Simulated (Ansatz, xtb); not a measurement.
# Two isomers of C6H7Cl

Structure a: `ClC1=CCCC=C1`, a singlet. Structure b: `ClC1=CC=CCC1`, a singlet. Both are isolated molecules in the gas phase, relaxed with B3LYP-D3(BJ)/def2-SVP; the shapes shown needn't be the lowest conformers.

a (Å):

```xyz
14

C    -1.9658   -0.3115    1.8813
C    -1.1161   -1.1205    2.5366
C     0.3384   -0.7280    2.6418
C     0.8085    0.0789    1.4242
C    -0.2015    1.1239    1.0200
C    -1.5148    0.9206    1.2246
Cl   -3.6785   -0.6675    1.7830
H    -1.4806   -2.0145    3.0465
H     0.9689   -1.6212    2.7721
H     0.4718   -0.1230    3.5620
H     1.7884    0.5382    1.6267
H     0.9627   -0.6020    0.5622
H     0.1416    2.0248    0.5033
H    -2.2697    1.6380    0.8974
```

b (Å):

```yaml
atoms:
  - { symbol: C, position_ang: [-1.8245, -0.3709, 1.6298] }
  - { symbol: C, position_ang: [-1.1948, -1.3868, 2.2476] }
  - { symbol: C, position_ang: [0.1916, -1.2160, 2.6898] }
  - { symbol: C, position_ang: [0.9340, -0.1759, 2.2673] }
  - { symbol: C, position_ang: [0.3636, 0.8126, 1.2812] }
  - { symbol: C, position_ang: [-1.1585, 0.9644, 1.4203] }
  - { symbol: Cl, position_ang: [-3.4997, -0.4897, 1.1519] }
  - { symbol: H, position_ang: [-1.7179, -2.3236, 2.4476] }
  - { symbol: H, position_ang: [0.6146, -1.9698, 3.3591] }
  - { symbol: H, position_ang: [1.9776, -0.0735, 2.5772] }
  - { symbol: H, position_ang: [0.6050, 0.4585, 0.2583] }
  - { symbol: H, position_ang: [0.8463, 1.7970, 1.3817] }
  - { symbol: H, position_ang: [-1.5802, 1.4653, 0.5371] }
  - { symbol: H, position_ang: [-1.4055, 1.6048, 2.2901] }
```

Question: Estimate which is lower in electronic energy at CCSD(T)/def2-SVP + ΔMP2/def2-TZVPP, and by roughly how much.

Answer: CCSD(T)/def2-SVP + ΔMP2/def2-TZVPP gives E(b) − E(a) = −1.17 kcal/mol, slightly favouring structure b, which is too small a margin to settle the true order.

How the difference moves with the method:

```json
{"level": "GFN2-xTB", "geometry": "GFN2-xTB", "E(b) − E(a) (kcal/mol)": "−1.11", "departure from the last row (kcal/mol)": "+0.06", "job, with rough time for the two": "optimisation, 0.22 s"}
{"level": "HF/STO-3G", "geometry": "GFN2-xTB", "E(b) − E(a) (kcal/mol)": "−0.49", "departure from the last row (kcal/mol)": "+0.68", "job, with rough time for the two": "single point, 0.66 s"}
{"level": "r2SCAN-D4/def2-SVP", "geometry": "GFN2-xTB", "E(b) − E(a) (kcal/mol)": "−1.73", "departure from the last row (kcal/mol)": "−0.56", "job, with rough time for the two": "single point, 8.4 s"}
{"level": "B3LYP-D3(BJ)/def2-SVP", "geometry": "B3LYP-D3(BJ)/def2-SVP", "E(b) − E(a) (kcal/mol)": "−1.51", "departure from the last row (kcal/mol)": "−0.34", "job, with rough time for the two": "optimisation, 62 s"}
{"level": "HF/def2-SVP", "geometry": "B3LYP-D3(BJ)/def2-SVP", "E(b) − E(a) (kcal/mol)": "−1.03", "departure from the last row (kcal/mol)": "+0.14", "job, with rough time for the two": "part of the CCSD(T) run"}
{"level": "MP2/def2-SVP", "geometry": "B3LYP-D3(BJ)/def2-SVP", "E(b) − E(a) (kcal/mol)": "−1.45", "departure from the last row (kcal/mol)": "−0.28", "job, with rough time for the two": "part of the CCSD(T) run"}
{"level": "CCSD(T)/def2-SVP", "geometry": "B3LYP-D3(BJ)/def2-SVP", "E(b) − E(a) (kcal/mol)": "−1.25", "departure from the last row (kcal/mol)": "−0.08", "job, with rough time for the two": "single point"}
{"level": "CCSD(T)/def2-SVP + ΔMP2/def2-TZVPP", "geometry": "B3LYP-D3(BJ)/def2-SVP", "E(b) − E(a) (kcal/mol)": "−1.17", "departure from the last row (kcal/mol)": "", "job, with rough time for the two": "single point, 2.3 min"}
```

As drawn, both hold the same kinds of bond in the same numbers.

HF/STO-3G finds them nearly level. The largest departure from CCSD(T)/def2-SVP + ΔMP2/def2-TZVPP is that of HF/STO-3G, 0.68 kcal/mol. The last row adds to CCSD(T) the change of the MP2 difference between the two basis sets, here +0.08 kcal/mol.

With thermal terms from frequencies at re-optimised GFN2-xTB minima (ideal gas, soft modes damped towards free rotors, one conformer each, 298.15 K, 1 atm): on the last row, ΔE + ΔZPE = −1.08, ΔH = −1.10, ΔG = −1.09 kcal/mol.

The correlated steps freeze 11 core orbitals. Run with Ansatz 0.2.0, xtb 6.7.1; the last row on 2 threads of Arm Neoverse V1 on a shared host.
